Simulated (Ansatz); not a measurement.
Program: Ansatz. Geometries: PBE0-D4/def2-TZVP. ΔE: electronic, gas phase. CCSD(T)/CBS adds triple-zeta CCSD(T) − MP2 to the extrapolated MP2 energy (def2 sets, frozen cores). This one scheme is used for every species. Functionals use def2-TZVPP. def2 core potentials past Kr. For I, Ti outer-core shells are correlated without core-valence functions, which leaves a few kJ/mol of doubt a bond. Scalar relativity is left out up to krypton.

`[F][Ti]([F])([Cl])[I]` + HCl → `[F][Ti]([F])([Cl])[Cl]` + HI  (ligand exchange at a Ti–I bond)

CCSD(T)/CBS gives -4.7 kJ/mol.

Another level gave -5.8 kJ/mol. Which?
A. BLYP/def2-TZVPP
B. MP2/def2-TZVPP
C. HF/def2-TZVPP
D. RPA@PBE/def2-TZVPP

D. RPA@PBE/def2-TZVPP -5.8, BLYP -13.4, HF/def2-TZVPP -20.2, MP2/def2-TZVPP 3.8 kJ/mol.

Largest T1 diagnostic among the species: 0.024, so the coupled-cluster value is less sure than usual.

The D4 term adds +3.5 kJ/mol with B3LYP and +1.9 kJ/mol with PBE0; it sums over pairs of atoms, weighted by their polarisabilities, and B3LYP, whose exchange is more repulsive, gets the larger term. In def2-TZVPP, CCSD(T) changes the Hartree–Fock value by +13.9 kJ/mol (the triples alone add +5.6 kJ/mol) and MP2 by +24.1 kJ/mol.

B3LYP here is the variant with VWN-RPA as its local correlation; programs differ in this.
